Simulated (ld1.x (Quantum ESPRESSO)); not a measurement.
# carbon ultrasoft: all-electron and pseudo phase curves

* Element: carbon
* Generator: ld1.x (Quantum ESPRESSO) 7.5
* Type: ultrasoft
* Functional: PBE
* Relativity: non-relativistic
* Frozen core: [He]
* Valence charge: 4
* Reference configuration: 2s2 2p1 (charge +1)
* Partial waves: 2s (bound): rcut 1.20, rcutus 1.35 bohr; 2s channel at -1.4 Ry: rcut 1.20, rcutus 1.35 bohr; 2p (bound): rcut 1.85, rcutus 2.35 bohr; 2p channel at -0.8 Ry: rcut 1.85, rcutus 2.35 bohr
* Local potential: all-electron potential smoothed inside 1.50 bohr (lloc = -2)
* Core correction: a·sin(br)/r model core, default radius (core density twice the valence density)
* Augmentation charge: built from norm-conserving waves at rcut, not smoothed further

The phase is arctan(r·u′/u) with u = r·R(r), unwrapped; energies in Ry, scanned from -4 to 5 Ry. A pole is an energy at which the radial function vanishes at the test radius. The pseudo phase is shifted by a multiple of π to meet the all-electron one at the reference energy, and phase errors are pseudo minus all-electron; the curves can meet again beyond the range given. Levels narrower than the energy grid can be missing from the lists of poles.

| channel | radius (bohr) | reference energy (Ry) | poles, all-electron | poles, pseudo | unbroken range about the reference energy with phases within 0.05 rad | phase error 1 Ry above the reference energy (rad) |
| --- | --- | --- | --- | --- | --- | --- |
| s | 2.56 | -1.89 | -1.59, 4.25 | -1.59, 4.25 | the whole range | +0.000 |
| p | 2.56 | -1.25 | -0.93, 3.95 | -0.93, 4.13 | the whole range | -0.000 |

Phases in the p channel:

```csv
E (Ry),all-electron,pseudo
-4.00,1.346,1.346
-3.76,1.335,1.336
-3.52,1.324,1.324
-3.28,1.310,1.310
-3.04,1.293,1.293
-2.80,1.271,1.271
-2.56,1.243,1.243
-2.32,1.203,1.203
-2.08,1.141,1.141
-1.84,1.023,1.023
-1.60,0.704,0.704
-1.36,-0.535,-0.535
-1.12,-1.375,-1.375
-0.88,-1.599,-1.599
-0.64,-1.706,-1.706
-0.40,-1.781,-1.781
-0.16,-1.849,-1.849
0.08,-1.923,-1.923
0.32,-2.016,-2.017
0.56,-2.149,-2.150
0.80,-2.364,-2.365
1.04,-2.738,-2.737
1.28,-3.305,-3.299
1.52,-3.825,-3.815
1.76,-4.139,-4.129
2.00,-4.318,-4.309
2.24,-4.429,-4.420
2.48,-4.504,-4.495
2.72,-4.559,-4.550
2.96,-4.601,-4.591
3.20,-4.635,-4.624
3.44,-4.663,-4.652
3.68,-4.688,-4.675
3.92,-4.710,-4.696
4.16,-4.730,-4.714
4.40,-4.750,-4.732
4.64,-4.769,-4.748
4.88,-4.788,-4.764
```
